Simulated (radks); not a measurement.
Problem. Charge is removed step by step from the 4d level of the cerium ion Ce15+, starting from [Kr] 4d7. Code: a radial shooting solver on a logarithmic mesh with Libxc functionals. Model: scalar-relativistic Kohn-Sham, BLYP, spin-unpolarised, spherical densities, finite nucleus; Fermi nuclear charge, rms radius 4.8771 fm. At the starting occupation the eigenvalue is -391.16 eV. Estimate the energy to remove one whole electron from this level, the eigenvalue at the end, and how far E(n) bends from a straight line.

Solution. Delta-SCF 407.10 eV; final eigenvalue -423.43 eV; the deviation from the straight line is -4.033 eV at 0.5 electron removed, the largest on the grid computed. Slater's transition state (half an electron removed) gives 407.21 eV. Integrating minus the eigenvalue over the occupation (Janak's theorem) gives 407.24 eV. In this scalar-relativistic scheme the density is built from large components alone, so the theorem holds only approximately. The mean slope of the eigenvalue, de/dn, is 32.3 eV per electron. Ionisation energy of Ce15+ in the NIST Atomic Spectra Database: 403 eV (theoretical).

Beside tabulated values, note that spin-unpolarised runs miss the spin-polarisation part of the exchange energy of open shells.
